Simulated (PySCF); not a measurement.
Job for PySCF: U-B3LYP/LANL2DZ on ClFGeH2 (SMILES [F][GeH2][Cl]), a point of a bond scan (R = 1.741 Å).

```python
from pyscf import gto, scf, dft, mp
from pyscf.data.elements import chemcore

mol = gto.M(
    atom='''
    Ge   -0.48721924   -0.28782149    0.04175761
    F    -1.17043530    1.31354765    0.03434333
    Cl    1.64415390   -0.04137166   -0.10759465
    H    -0.82640627   -0.91124549    1.39620161
    H    -0.99927659   -0.99707760   -1.21242615
    ''',
    basis='lanl2dz',
    ecp={'Cl': 'lanl2dz', 'Ge': 'lanl2dz'},
    charge=0, spin=0, verbose=3, max_memory=1800)
mf = dft.UKS(mol, xc='b3lyp')
mf.conv_tol = 1e-8
mf.max_cycle = 100
mf.init_guess_breaksym = True
mf.kernel()
if not mf.converged:
    mf = mf.newton().run(mf.mo_coeff, mf.mo_occ)
for _ in range(4):
    mo, _, stable, _ = mf.stability(return_status=True)
    if stable:
        break
    mf.kernel(mf.make_rdm1(mo, mf.mo_occ))
```

Program output:

```
converged SCF energy = -119.824937907847  <S^2> = 3.5688785e-11  2S+1 = 1
<class 'pyscf.dft.uks.UKS'> wavefunction is stable in the internal stability analysis
```

Self-consistency was reached.

Cost: around 11 core-seconds (rough).
